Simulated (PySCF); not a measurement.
Predicted microwave data (PBE0/pcSseg-1 in PySCF (dipole) on a GFN2-xTB geometry, gas phase) for one isomer of C4H5ClF4O2S:

* Rotational constants: A = 1318, B = 530.0, C = 446.9 MHz
* Dipole components: |μa| = 0.96 D, |μb| = 3.73 D, |μc| = 0.58 D
* Inertial defect: -205.92 u·Å²
* κ: -0.81

Question: Which structure is it? (One computed conformer of each.)
A. `[CH3:1][C@:2]([F:3])([CH2:4][C:5]([F:6])([F:7])[F:8])[S:9](=[O:10])(=[O:11])[Cl:12]` with C1–C2–C4–C5 -68°, C1–C2–S9–O10 -67°
B. `[CH3:1][C@@H:2]([C@H:3]([F:4])[C:5]([F:6])([F:7])[F:8])[S:9](=[O:10])(=[O:11])[Cl:12]` with C1–C2–C3–F4 -60°, C1–C2–S9–O10 157°

Answer: B. It is C[C@@H]([C@H](F)C(F)(F)F)S(=O)(=O)Cl, an asymmetric top, point group C1. The candidates at the same level (rigid rotor, commonest isotopes):

| SMILES | A (MHz) | B (MHz) | C (MHz) | μa (D) | μb (D) | μc (D) | Δ (u·Å²) | point group | rotor |
| --- | --- | --- | --- | --- | --- | --- | --- | --- | --- |
| C[C@](F)(CC(F)(F)F)S(=O)(=O)Cl | 1069 | 617.5 | 542.2 | 1.91 | 2.40 | 2.35 | -358.89 | C1 | asymmetric top |
| C[C@@H]([C@H](F)C(F)(F)F)S(=O)(=O)Cl | 1318 | 530.0 | 446.9 | 0.96 | 3.73 | 0.58 | -205.92 | C1 | asymmetric top |

`C[C@](F)(CC(F)(F)F)S(=O)(=O)Cl` has C 21 % too high. No structure here is proved a minimum.
